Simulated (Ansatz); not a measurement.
Calculated with Ansatz (gas phase, PBE0-D4/def2-TZVP geometries, no zero-point term in ΔE). CCSD(T)/CBS is the MP2 limit (def2-TZVPP, def2-QZVPP) plus CCSD(T) − MP2 in def2-TZVPP, frozen cores. This one scheme is used for every species. For Ge outer-core shells are correlated without core-valence functions, which leaves a few kJ/mol of doubt a bond. Scalar relativity is left out up to krypton. Each species was taken in one conformer, which may not be the lowest.

`C#[C][AlH][GeH3]` + `OBF` → `[F][AlH][GeH3]` + `C#CBO`  (redistribution)

`C#[C][AlH][GeH3]`:

Cartesian coordinates in Å:
```
C 0.592 2.146 1.931
C 0.382 1.601 0.870
Al 0.049 0.699 -0.775
Ge -0.410 -1.727 -0.706
H 0.777 2.631 2.864
H 0.102 1.537 -2.116
H -1.201 -2.143 0.548
H -1.199 -2.218 -1.935
H 0.909 -2.526 -0.683
```

`OBF`:

Cartesian coordinates in Å:
```
O -0.596 -0.227 0.775
B 0.353 -0.127 -0.171
F 0.261 0.805 -1.118
H -1.302 0.421 0.680
H 1.283 -0.872 -0.166
```

`[F][AlH][GeH3]`:

Cartesian coordinates in Å:
```
F 0.482 -1.751 -1.858
Al -0.579 -0.880 -0.939
Ge 0.393 0.684 0.706
H -2.115 -1.154 -1.196
H 0.557 -0.004 2.075
H 1.779 1.198 0.283
H -0.517 1.907 0.929
```

`C#CBO`:

```xyz
7

C     1.660   -0.542    0.505
C     0.620   -0.007    0.209
B    -0.693    0.683   -0.162
O    -1.759   -0.023   -0.598
H     2.582   -1.009    0.767
H    -0.819    1.867   -0.078
H    -1.592   -0.969   -0.643
```

```tsv
level	ΔE (eV)
MP2/def2-TZVPP	-0.21
SCS-MP2/def2-TZVPP	-0.21
```

**Question.** What does CCSD(T)/CBS give? (Best estimate.)

**Answer.** Computed: -0.24 eV. The listed levels differ from it by 0.03, 0.03 eV.

Largest T1 diagnostic among the species: 0.015.

From BLYP to BHLYP (50 % exact exchange), in def2-TZVPP and without D4, ΔE moves by +0.08 eV. Leaving LDA and LC-ωPBE aside and taking each functional with its dispersion term where it has one, the values, not all of them listed here, spread over 0.09 eV, from BLYP-D4 to PBE-QIDH.
